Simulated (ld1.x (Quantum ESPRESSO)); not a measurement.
# gold: one change to a PAW potential, before and after

* Element: gold
* Generator: ld1.x (Quantum ESPRESSO) 7.5
* Type: PAW
* Functional: PBE
* Relativity: scalar-relativistic
* Frozen core: [Xe] 4f14
* Valence charge: 11
* Reference configuration: 5d9 6s0 6p0 (charge +2)
* Partial waves: 6s (bound, empty): rcut 1.90, rcutus 2.00 bohr; 6s channel at 0.15 Ry: rcut 1.90, rcutus 2.00 bohr; 6p (bound, empty): rcut 2.05, rcutus 2.80 bohr; 6p channel at -0.7 Ry: rcut 2.05, rcutus 2.80 bohr; 5d (bound): rcut 2.00, rcutus 2.40 bohr; 5d channel at 2.95 Ry: rcut 2.00, rcutus 2.40 bohr
* Local potential: all-electron potential smoothed inside 1.75 bohr (lloc = -1)
* Core correction: Bessel-smoothed model core inside 1.00 bohr
* Augmentation charge: BESSEL, radius 1.70 bohr

Change: all radii but the core radius scaled by about 1.20 (s 2.40, p 3.36, d 2.88 bohr, rcut 2.28/2.46/2.40); local potential all-electron potential smoothed inside 2.10 bohr (lloc = -1); augmentation BESSEL, radius 2.04 bohr.

Cutoffs: the cutoffs (Ry, on a coarse ladder) from which the occupation-weighted sum of valence levels, in a spherical-Bessel basis at the reference potential, stays within 10 and 1 mRy of its value at 400 Ry; they do not see the model core or the augmentation charge, which bear on the density cutoff. Errors are all-electron minus pseudo energies relative to the spin-unpolarised reference configuration.

Problem. What does the change do?

Solution. The potential gets softer (18 Ry and 30 Ry → 12 Ry and 21 Ry); the bound ghost in s disappears; the number of tests with a reliable result goes from 7 to 0 (the test run of the changed file stopped, so its transferability is not established). A larger radius leaves more room for a smooth pseudo-wave, so fewer plane waves are needed.

| quantity | base | changed |
| --- | --- | --- |
| cutoff, loose | 18 Ry | 12 Ry |
| cutoff, tight | 30 Ry | 21 Ry |
| bound ghosts | s | none |
| tests with a reliable result | 7 of 7 | 0 of 7 (the test run stopped) |
| lowest overlap eigenvalue by channel | s 0.56, p 0.41, d 0.74 | s 0.38, p 0.45, d 0.74 |

 A true bound ghost makes a file unfit for plane-wave use even where its test errors are small: the radial tests pick states by their node count and pass the ghost by.
